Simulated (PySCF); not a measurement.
Spinor energies of Eu (europium, neutral)

Start: [Xe] 4f7 6s2; 4f5/2 filled at m_j = -5/2, -3/2, -1/2, +1/2, +3/2, +5/2; 4f7/2 filled at m_j = +7/2. Calculated with PySCF 2.14 in x2c-TZVPall-2c with one added diffuse shell each of s, p, d, f type (12s12p11d5f1g, 147 functions): generalised Hartree-Fock with the X2C-1e Hamiltonian and a Gaussian nucleus; one run each with spin-orbit coupling (SO) switched off, then screened by Boettger's factors.

```json
{"spinor shell": "1s1/2", "electrons": "2", "ε, spin-free (eV)": "-48759.5", "ε, screened SO (eV)": "-48750.9", "weight of nominal j (screened SO)": "1.000", "rms radius, screened SO (bohr)": "0.0254"}
{"spinor shell": "2s1/2", "electrons": "2", "ε, spin-free (eV)": "-8124.9", "ε, screened SO (eV)": "-8122.3", "weight of nominal j (screened SO)": "1.000", "rms radius, screened SO (bohr)": "0.103"}
{"spinor shell": "2p1/2", "electrons": "2", "ε, spin-free (eV)": "-7233.3", "ε, screened SO (eV)": "-7689.5", "weight of nominal j (screened SO)": "1.000", "rms radius, screened SO (bohr)": "0.0881"}
{"spinor shell": "2p3/2", "electrons": "4", "ε, spin-free (eV)": "-7233.3", "ε, screened SO (eV)": "-7037.0", "weight of nominal j (screened SO)": "1.000", "rms radius, screened SO (bohr)": "0.0944"}
{"spinor shell": "3s1/2", "electrons": "2", "ε, spin-free (eV)": "-1836.6", "ε, screened SO (eV)": "-1835.9", "weight of nominal j (screened SO)": "1.000", "rms radius, screened SO (bohr)": "0.266"}
{"spinor shell": "3p1/2", "electrons": "2", "ε, spin-free (eV)": "-1553.4", "ε, screened SO (eV)": "-1648.3", "weight of nominal j (screened SO)": "1.000", "rms radius, screened SO (bohr)": "0.257"}
{"spinor shell": "3p3/2", "electrons": "4", "ε, spin-free (eV)": "-1553.4", "ε, screened SO (eV)": "-1512.0", "weight of nominal j (screened SO)": "1.000", "rms radius, screened SO (bohr)": "0.270"}
{"spinor shell": "3d3/2", "electrons": "4", "ε, spin-free (eV)": "-1173.7", "ε, screened SO (eV)": "-1191.1", "weight of nominal j (screened SO)": "0.995", "rms radius, screened SO (bohr)": "0.242"}
{"spinor shell": "3d5/2", "electrons": "6", "ε, spin-free (eV)": "-1173.7", "ε, screened SO (eV)": "-1161.3", "weight of nominal j (screened SO)": "0.996", "rms radius, screened SO (bohr)": "0.246"}
{"spinor shell": "4s1/2", "electrons": "2", "ε, spin-free (eV)": "-386.29", "ε, screened SO (eV)": "-386.08", "weight of nominal j (screened SO)": "1.000", "rms radius, screened SO (bohr)": "0.602"}
{"spinor shell": "4p1/2", "electrons": "2", "ε, spin-free (eV)": "-290.53", "ε, screened SO (eV)": "-312.88", "weight of nominal j (screened SO)": "0.966", "rms radius, screened SO (bohr)": "0.621"}
{"spinor shell": "4p3/2", "electrons": "4", "ε, spin-free (eV)": "-290.53", "ε, screened SO (eV)": "-280.69", "weight of nominal j (screened SO)": "0.983", "rms radius, screened SO (bohr)": "0.648"}
{"spinor shell": "4d3/2", "electrons": "4", "ε, spin-free (eV)": "-153.94", "ε, screened SO (eV)": "-159.57", "weight of nominal j (screened SO)": "0.722", "rms radius, screened SO (bohr)": "0.705"}
{"spinor shell": "4d5/2", "electrons": "6", "ε, spin-free (eV)": "-153.94", "ε, screened SO (eV)": "-150.04", "weight of nominal j (screened SO)": "0.815", "rms radius, screened SO (bohr)": "0.711"}
{"spinor shell": "5s1/2", "electrons": "2", "ε, spin-free (eV)": "-54.781", "ε, screened SO (eV)": "-54.751", "weight of nominal j (screened SO)": "1.000", "rms radius, screened SO (bohr)": "1.50"}
{"spinor shell": "5p1/2", "electrons": "2", "ε, spin-free (eV)": "-29.513", "ε, screened SO (eV)": "-33.008", "weight of nominal j (screened SO)": "0.880", "rms radius, screened SO (bohr)": "1.69"}
{"spinor shell": "5p3/2", "electrons": "4", "ε, spin-free (eV)": "-29.513", "ε, screened SO (eV)": "-27.963", "weight of nominal j (screened SO)": "0.940", "rms radius, screened SO (bohr)": "1.81"}
{"spinor shell": "4f5/2", "electrons": "6", "ε, spin-free (eV)": "-14.568", "ε, screened SO (eV)": "-14.561", "weight of nominal j (screened SO)": "0.547", "rms radius, screened SO (bohr)": "1.02"}
{"spinor shell": "4f7/2", "electrons": "1", "ε, spin-free (eV)": "-14.568", "ε, screened SO (eV)": "-14.152", "weight of nominal j (screened SO)": "1.000", "rms radius, screened SO (bohr)": "1.03"}
{"spinor shell": "6s1/2", "electrons": "2", "ε, spin-free (eV)": "-4.913", "ε, screened SO (eV)": "-4.914", "weight of nominal j (screened SO)": "1.000", "rms radius, screened SO (bohr)": "4.92"}
```

```csv
quantity,spin-free,screened SO
E (hartree),-10836.72740,-10843.32769
M_J,7/2,7/2
⟨J²⟩,15.762,15.762
⟨L²⟩,0.000,0.099
⟨S²⟩,15.762,15.708
```

Each row is a mean over spinors that exchange with the open shell spreads, by up to 17.834 eV (4d5/2).

Rows whose weight is well below 1 are mixtures of j = l ± 1/2: exchange outweighs spin-orbit coupling there, and the label is only the starting occupation.

Breit and QED terms are absent; they matter most for the inner s and p1/2 levels.

Densities and radii are taken from the X2C orbitals without a picture-change correction, which distorts them close to the nucleus.

Without spin-orbit coupling the j labels of p, d and f shells carry no meaning; the spin-free column gives the mean over the occupied spinors of each nl shell.
